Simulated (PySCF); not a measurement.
Orbital levels and atomic charges: C20H12

System: C20H12 (non-alternant PAH with 4-rings), SMILES C1=Cc2c1c1ccccc1c1ccc3ccccc3c21.

Cartesian coordinates (Å):
```
  1 C     1.1791    3.1769    0.6884
  2 C    -0.1409    2.9956    0.5783
  3 C     0.0601    1.5028    0.2973
  4 C     1.4295    1.7046    0.4145
  5 C     2.3729    0.7059    0.2722
  6 C     3.7681    0.9086    0.3909
  7 C     4.6328   -0.1320    0.2354
  8 C     4.1306   -1.4144   -0.0444
  9 C     2.7864   -1.6367   -0.1636
 10 C     1.8394   -0.5990   -0.0138
 11 C     0.4284   -0.8066   -0.1338
 12 C    -0.1110   -2.0911   -0.4162
 13 C    -1.4441   -2.3130   -0.5349
 14 C    -2.3913   -1.2650   -0.3827
 15 C    -3.7718   -1.4915   -0.5048
 16 C    -4.6675   -0.4630   -0.3532
 17 C    -4.2058    0.8241   -0.0749
 18 C    -2.8590    1.0669    0.0480
 19 C    -1.9218    0.0360   -0.1013
 20 C    -0.5059    0.2706    0.0244
 21 H     1.8227    4.0109    0.8880
 22 H    -0.9965    3.6379    0.6551
 23 H     4.1225    1.9062    0.6065
 24 H     5.6991    0.0162    0.3244
 25 H     4.8225   -2.2357   -0.1664
 26 H     2.4582   -2.6409   -0.3791
 27 H     0.5546   -2.9294   -0.5432
 28 H    -1.8116   -3.3063   -0.7505
 29 H    -4.1204   -2.4920   -0.7202
 30 H    -5.7287   -0.6442   -0.4477
 31 H    -4.9130    1.6324    0.0441
 32 H    -2.5177    2.0652    0.2631
```

Method: CAM-B3LYP/def2-SVP, gas phase, PySCF, fitting set def2-universal-JFIT up to Ne and JKFIT beyond, grid level 1.

Give the orbital energies near the gap.


```tsv
orbital	eV
HOMO-4	-9.15
HOMO-3	-8.94
HOMO-2	-7.94
HOMO-1	-7.49
HOMO	-6.09
LUMO	-1.07
LUMO+1	-0.02
LUMO+2	0.43
LUMO+3	1.33
```

Give the partial charges of the non-hydrogen atoms.


```
atom  Mulliken    IAO  Hirshfeld
  C1      0.01  -0.13      -0.03
  C2      0.01  -0.14      -0.03
  C3     -0.02   0.00       0.00
  C4      0.04   0.01       0.00
  C5     -0.02  -0.01      -0.01
  C6     -0.02  -0.14      -0.05
  C7      0.03  -0.14      -0.05
  C8      0.03  -0.15      -0.05
  C9     -0.05  -0.13      -0.05
 C10      0.09   0.00       0.00
 C11      0.09  -0.01       0.00
 C12     -0.04  -0.13      -0.05
 C13     -0.01  -0.15      -0.05
 C14      0.05   0.00       0.00
 C15     -0.03  -0.14      -0.05
 C16      0.03  -0.14      -0.05
 C17      0.03  -0.14      -0.05
 C18     -0.04  -0.13      -0.05
 C19      0.10   0.00       0.00
 C20      0.05  -0.01       0.00
```
